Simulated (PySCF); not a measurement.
**Al⁺: ionisation energy**

Al⁺ [Ne] 3s2 (1S) → Al²⁺ [Ne] 3s1 (2S), as a difference of total energies. Computed with PySCF 2.14 in aug-cc-pCVTZ-DK with one added diffuse shell each of s, p, d, f type (9s8p6d4f, 91 functions), with scalar relativity by spin-free X2C-1e. Correlated levels: valence: [Ne] frozen. The calculations carry no spin-orbit coupling.

Q: Order these methods by the ionisation energy they give, lowest first.
A. UHF
B. MP2 (valence)
C. CCSD (valence)
D. SCS-MP2 (valence)

A: A (17.551 eV), B (18.315 eV), D (18.468 eV), C (18.630 eV).

Errors of the correlated levels include the incompleteness of this basis and the frozen core.

With two correlated electrons CCSD is exact in that space.

For comparison: 18.829 eV (measured; NIST Atomic Spectra Database, ionization energies).
